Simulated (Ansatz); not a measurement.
Kohn–Sham single points on `[CH3][AlH][NH]C[SiH3]`.

```yaml
crystal:
  periodic: [false, false, false]
  atoms:
    - {symbol: C, position_ang: [-2.238783, 1.277325, 1.713054]}
    - {symbol: Al, position_ang: [-1.547854, 0.261302, 0.200520]}
    - {symbol: N, position_ang: [0.066888, -0.470723, 0.299568]}
    - {symbol: C, position_ang: [0.779801, -1.220477, -0.723447]}
    - {symbol: Si, position_ang: [2.338440, -0.309829, -1.274381]}
    - {symbol: H, position_ang: [-1.542700, 1.301883, 2.555396]}
    - {symbol: H, position_ang: [-3.182517, 0.855831, 2.073473]}
    - {symbol: H, position_ang: [-2.449800, 2.312803, 1.427073]}
    - {symbol: H, position_ang: [-2.322873, 0.020850, -1.164060]}
    - {symbol: H, position_ang: [0.626137, -0.348249, 1.131955]}
    - {symbol: H, position_ang: [1.031969, -2.236945, -0.391263]}
    - {symbol: H, position_ang: [0.129111, -1.347688, -1.595474]}
    - {symbol: H, position_ang: [3.178804, -0.022875, -0.077632]}
    - {symbol: H, position_ang: [3.146273, -1.108415, -2.239704]}
    - {symbol: H, position_ang: [1.965204, 0.984506, -1.905779]}
basis:
  gaussian: {orbitals: def2-TZVPP}
hamiltonian: {xc: {name: LC-wPBE}}
output: {orbitals: {seedname: orbitals}}
```

```sh
$ ansatz run in.yaml --threads 4 --pin off --events-out ev --progress --plain
```

Output, abridged:

```
Functional definition: LC-wPBE
1662 factors; their error is unknown
587 factors; integrals over basis functions are off by at most 3.2e-5 eV
mean field evaluation 1: about -18189.7595 eV, gradient 6.1e1 eV
mean field evaluation 2: about -18191.0766 eV, gradient 5.6e1 eV
mean field evaluation 4: about -18197.3910 eV, gradient 2.8e0 eV
mean field evaluation 8: about -18197.4127 eV, gradient 1.1e-1 eV
mean field evaluation 16: about -18197.3757 eV, gradient 1.0e-4 eV
mean field -18197.37572515 eV, -668.7412232750 hartree, gradient 3.3e-5 eV, S^2 0.000000; 0 other end points of the search recorded, 0 dependent functions left out
reference -18197.37572516 eV, -668.7412232753 hartree; 28, 28 occupied and 289, 289 virtual orbitals, 1662 factors
Total energy: -18197.37572516 eV, -668.7412232753 hartree
```

Hardware: 4 threads of a server CPU on a shared host. Wall time 4.8 s, peak host memory 0.72 GiB.

With the line `hamiltonian: {xc: {name: B2PLYP}}` (abridged; 7.5 s):

```
Functional definition: B2PLYP
mean field evaluation 16: about -18187.4563 eV, gradient 1.6e-4 eV
mean field -18187.45632685 eV, -668.3766921111 hartree, gradient 3.3e-6 eV, S^2 0.000000
13 core orbitals not correlated: weight in the atoms' cores, before any rotation towards them, 1.000 or more for the frozen orbitals, at most 0.000 for the correlated occupied ones
second order -25.75035398 eV of doubles, -0.00000000 eV of singles
Total energy: -18194.40914700 eV, -668.6322035387 hartree
```

The same input with `hamiltonian: {xc: {name: B3LYP}, dispersion: d4}` and forces (abridged; 7.5 s):

```
Functional definition: B3LYP
mean field evaluation 16: about -18205.8480 eV, gradient 2.2e-4 eV
mean field -18205.84802142 eV, -669.0525744203 hartree, gradient 3.3e-5 eV, S^2 0.000000
Total energy: -18206.33626655 eV, -669.0705170979 hartree
Atom 0 force    -0.032014     0.042177     0.055162 eV/Å
Atom 1 force    -0.079697    -0.018466    -0.122344 eV/Å
Atom 2 force    -0.105561     0.114848     0.190675 eV/Å
Atom 3 force     0.080305    -0.213076    -0.223666 eV/Å
Atom 4 force     0.156260     0.077729    -0.054699 eV/Å
Atom 5 force    -0.037622     0.005720    -0.028294 eV/Å
Atom 6 force     0.038315     0.024823    -0.003848 eV/Å
Atom 7 force     0.005953    -0.039460     0.023566 eV/Å
Atom 8 force     0.045100     0.017037     0.088403 eV/Å
Atom 9 force    -0.011188    -0.000509     0.014155 eV/Å
Atom 10 force    -0.018517     0.046307    -0.016881 eV/Å
Atom 11 force     0.035691    -0.008738     0.055964 eV/Å
Atom 12 force    -0.051563    -0.014996    -0.074350 eV/Å
Atom 13 force    -0.048104     0.045984     0.055412 eV/Å
Atom 14 force     0.022642    -0.079378     0.040743 eV/Å
Dipole moment:    -0.003452    -0.075214     0.189391 e Å
```

Changing it to `hamiltonian: {xc: {name: wB97M-V}}` and forces (abridged; 14 s):

```
Functional definition: wB97M-V
mean field evaluation 16: about -18201.0167 eV, gradient 1.4e-4 eV
mean field -18201.01666983 eV, -668.8750255242 hartree, gradient 5.5e-5 eV, S^2 0.000000
Total energy: -18201.01673835 eV, -668.8750280421 hartree
Atom 0 force    -0.019077     0.017779     0.020283 eV/Å
Atom 1 force    -0.099613     0.004540    -0.098641 eV/Å
Atom 2 force    -0.098230     0.153051     0.216815 eV/Å
Atom 3 force     0.184116    -0.207137    -0.260964 eV/Å
Atom 4 force     0.087739     0.047961    -0.023348 eV/Å
Atom 5 force    -0.054045     0.001852    -0.055780 eV/Å
Atom 6 force     0.069832     0.034222    -0.020230 eV/Å
Atom 7 force     0.015441    -0.075647     0.026232 eV/Å
Atom 8 force     0.072971     0.020664     0.127341 eV/Å
Atom 9 force    -0.011643    -0.005798    -0.019137 eV/Å
Atom 10 force    -0.030554     0.088502    -0.030385 eV/Å
Atom 11 force     0.044163     0.002415     0.060908 eV/Å
Atom 12 force    -0.096295    -0.029174    -0.125330 eV/Å
Atom 13 force    -0.100736     0.086750     0.111181 eV/Å
Atom 14 force     0.035933    -0.139980     0.071054 eV/Å
Dipole moment:    -0.007531    -0.069655     0.192528 e Å
```

With the line `hamiltonian: {xc: {name: BHLYP}, dispersion: d4}` (abridged; 4.8 s):

```
Functional definition: BHLYP
mean field evaluation 16: about -18202.0385 eV, gradient 1.8e-4 eV
mean field -18202.03850193 eV, -668.9125771612 hartree, gradient 3.5e-5 eV, S^2 0.000000
Total energy: -18202.41546703 eV, -668.9264303729 hartree
```

Changing it to `hamiltonian: {xc: {name: BLYP}, dispersion: d4}` (abridged; 2.8 s):

```
Functional definition: BLYP
mean field evaluation 16: about -18202.2199 eV, gradient 3.2e-4 eV
mean field -18202.21994781 eV, -668.9192451743 hartree, gradient 2.3e-5 eV, S^2 0.000000
Total energy: -18202.88097038 eV, -668.9435373056 hartree
```

B3LYP takes the VWN-RPA correlation (the form of Gaussian; ORCA's B3LYP/G).
